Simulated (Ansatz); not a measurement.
Coupled-cluster run, `CO[SiH](O)[SiH3]`.

```yaml
crystal:
  periodic: [false, false, false]
  atoms:
    - {symbol: C, position_ang: [0.387433, -1.564238, 1.632961]}
    - {symbol: O, position_ang: [0.488335, -0.913770, 0.387445]}
    - {symbol: Si, position_ang: [-0.399283, 0.397603, -0.035116]}
    - {symbol: O, position_ang: [-0.025538, 1.740336, 0.846574]}
    - {symbol: Si, position_ang: [0.131689, 0.819729, -2.269212]}
    - {symbol: H, position_ang: [-0.659094, -1.722855, 1.921584]}
    - {symbol: H, position_ang: [0.874687, -2.537525, 1.555235]}
    - {symbol: H, position_ang: [0.885729, -0.987381, 2.418903]}
    - {symbol: H, position_ang: [-1.840469, 0.083797, 0.219534]}
    - {symbol: H, position_ang: [-0.572572, 1.942431, 1.606215]}
    - {symbol: H, position_ang: [-0.688793, 1.951265, -2.780282]}
    - {symbol: H, position_ang: [-0.152252, -0.380994, -3.100243]}
    - {symbol: H, position_ang: [1.570118, 1.171603, -2.403606]}
basis:
  gaussian: {orbitals: def2-TZVPP}
correlation: {method: ccsd_t}
```

```sh
$ ansatz run in.yaml --threads 2 --pin off --events-out ev --progress --plain --max-ram 31744MiB --backend cuda --devices 0, --max-vram 18GiB
```

Log, shortened:

```
Functional definition: HF
1689 factors; integrals over basis functions are off by at most 1.1e-3 eV
mean field evaluation 1: about -20956.0621 eV, gradient 4.7e1 eV
mean field evaluation 2: about -20956.3859 eV, gradient 4.7e1 eV
mean field evaluation 4: about -20961.0118 eV, gradient 4.3e0 eV
mean field evaluation 8: about -20961.0946 eV, gradient 2.6e-1 eV
mean field -20961.09487307 eV, -770.3060286450 hartree, gradient 7.1e-6 eV, S^2 0.000000; 0 other end points of the search recorded, 0 dependent functions left out
13 core orbitals not correlated: weight in the atoms' cores, before any rotation towards them, 1.000 or more for the frozen orbitals, at most 0.000 for the correlated occupied ones
reference -20961.09487307 eV, -770.3060286450 hartree; 16, 16 occupied and 260, 260 virtual orbitals, 1689 factors
second order -24.49353538 eV of doubles, -0.00000000 eV of singles
cycle   1  -25.14101531 eV  change   -6.5e-1 eV  update   1.1e-1
cycle   2  -25.79413864 eV  change   -6.5e-1 eV  update   3.3e-2
cycle   3  -25.93395473 eV  change   -1.4e-1 eV  update   1.7e-2
cycle   4  -25.91854588 eV  change    1.5e-2 eV  update   3.9e-3
cycle   5  -25.91780356 eV  change    7.4e-4 eV  update   1.8e-3
cycle   6  -25.91839336 eV  change   -5.9e-4 eV  update   5.0e-4
cycle   7  -25.91802856 eV  change    3.6e-4 eV  update   2.1e-4
cycle   8  -25.91797281 eV  change    5.6e-5 eV  update   5.8e-5
cycle   9  -25.91800000 eV  change   -2.7e-5 eV  update   2.4e-5
perturbative correction -0.91599894 eV, -0.0336623401 hartree
Total energy: -20987.92887201 eV, -771.2921599173 hartree
```

It took 6 s on 2 threads of an AMD EPYC 7R13 on a shared host and a share of an NVIDIA H100 80 GB, with 0.84 GiB of host memory at the peak.

Correlation energy per correlated electron: -0.839 eV. T1 diagnostic: 0.0123.
